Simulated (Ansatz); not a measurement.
Compare A (`CB(N)S`) with its isomer B (`CNBS`).

Program: Ansatz. Geometries: PBE0-D4/def2-TZVP. ΔE: electronic, gas phase. CBS: MP2 limit from def2 TZ/QZ plus the TZ coupled-cluster correction, frozen cores. DFT in def2-TZVPP. B3LYP here is the variant with VWN-RPA as its local correlation; programs differ in this. One conformer a species, not always the lowest.

A:

Z-matrix (Å, degrees):
```
C
B 1 1.572
H 1 1.094 2 111.1
H 1 1.093 2 112.6 3 -121.0
H 1 1.094 2 111.0 3 118.0
N 2 1.397 1 121.6 3 121.6
S 2 1.828 1 116.8 3 -58.4
H 6 1.005 2 124.6 1 179.9
H 6 1.005 2 121.6 1 -0.1
H 7 1.343 2 98.6 1 -179.9
```

B:

```xyz
10

C     0.304   -0.966    1.190
N    -0.124   -0.537   -0.121
B    -0.109    0.769   -0.593
S    -0.688    1.130   -2.280
H    -0.513   -1.436    1.747
H     1.131   -1.680    1.131
H     0.645   -0.099    1.755
H    -0.455   -1.284   -0.711
H     0.284    1.652    0.109
H    -0.474    2.451   -2.227
```

Task: Which isomer does CCSD(T)/CBS put lower? Give the gap. (An estimate is asked.)

Result: Ansatz gave: A, by 17.7 kcal/mol.

Task: Give E(B) − E(A) in kcal/mol with B3LYP, r2SCAN-D4, B3LYP-D4, CCSD(T)/def2-SVP, HF/def2-TZVPP, PBE-D4, MP2/def2-TZVPP. (An estimate is asked.)

Result: Ansatz gave: B3LYP 16.4, r2SCAN-D4 18.2, B3LYP-D4 17.0, CCSD(T)/def2-SVP 15.0, HF/def2-TZVPP 16.2, PBE-D4 17.1, MP2/def2-TZVPP 18.1. None reverses the order clearly.

Task: Does the order hold for the free energy at 298.15 K (harmonic terms from PBE0-D4)? (Estimate.)

Result: The calculation gave: Yes: G(B) − G(A) = +18.4 kcal/mol, for one conformer each. Modes under 60 cm⁻¹, often nearly free rotors, make the harmonic entropy too high.

Largest T1 diagnostic: 0.012.

From BLYP to BHLYP (50 % exact exchange), in def2-TZVPP and without D4, E(B) − E(A) moves by +0.9 kcal/mol. In def2-TZVPP, CCSD(T) changes the Hartree–Fock value by +1.1 kcal/mol (the triples alone add +0.0 kcal/mol) and MP2 by +2.0 kcal/mol.
